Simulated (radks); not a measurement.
The numbers below are computed, except where a source is named.
Valence configurations of the silicon ion Si3+ (all share [Ne]). Code: a radial shooting solver on a logarithmic mesh with Libxc functionals. Model: scalar-relativistic Kohn-Sham, LDA (Slater exchange, Perdew-Wang correlation), spin-polarised, spherical densities, finite nucleus; open shells are filled with parallel spins first; Fermi nuclear charge, rms radius 3.1224 fm. Energies are relative to 3s1; eigenvalues in eV for spin up.

valence      E (eV)  moment (Bohr magnetons)    e(3p)    e(3s)
3s1           0.000                        1        -  -40.509
3s0.5 3p0.5   4.361                        1  -32.062  -40.780
3p1           8.718                        1  -32.324        -

NIST lists [Ne] 3s1 as the ground configuration; this level of theory agrees among the configurations tried. The energies are those of spherical high-spin densities, not of single terms.
